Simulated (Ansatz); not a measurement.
SiHMe2(SiH3) (C2H10Si2). The state is a singlet with charge 0. Geometry PBE-D4/def2-SVP; atoms count from 1.

```xyz
14

Si   -0.3659    0.3633    0.2504
H    -1.6292    1.0218    0.7535
C     0.7422   -0.0650    1.7285
H     0.2222   -0.7406    2.4376
H     1.0314    0.8535    2.2799
H     1.6704   -0.5703    1.3919
C     0.5178    1.5477   -0.9381
H    -0.1379    1.8226   -1.7890
H     1.4370    1.0832   -1.3498
H     0.8096    2.4815   -0.4145
Si   -0.9769   -1.6072   -0.8891
H    -1.7800   -2.5315   -0.0090
H     0.2563   -2.3552   -1.3345
H    -1.7970   -1.3039   -2.1177
```

(1) Estimate the Mulliken populations from the PBE0/def2-TZVP orbitals of Ansatz.

(2) And the Mayer bond orders between heavy atoms (over 0.3)?

Answers

(1) 
```json
{"atom": "Si1", "charge (e)": "0.22"}
{"atom": "H2", "charge (e)": "-0.03"}
{"atom": "C3", "charge (e)": "-0.49"}
{"atom": "H4", "charge (e)": "0.15"}
{"atom": "H5", "charge (e)": "0.14"}
{"atom": "H6", "charge (e)": "0.14"}
{"atom": "C7", "charge (e)": "-0.49"}
{"atom": "H8", "charge (e)": "0.15"}
{"atom": "H9", "charge (e)": "0.14"}
{"atom": "H10", "charge (e)": "0.14"}
{"atom": "Si11", "charge (e)": "0.00"}
{"atom": "H12", "charge (e)": "-0.02"}
{"atom": "H13", "charge (e)": "-0.02"}
{"atom": "H14", "charge (e)": "-0.02"}
```
Mulliken values depend strongly on the basis.

(2) Si1–C3 0.99 (1.90 Å); Si1–C7 0.99 (1.90 Å); Si1–Si11 0.98 (2.36 Å).
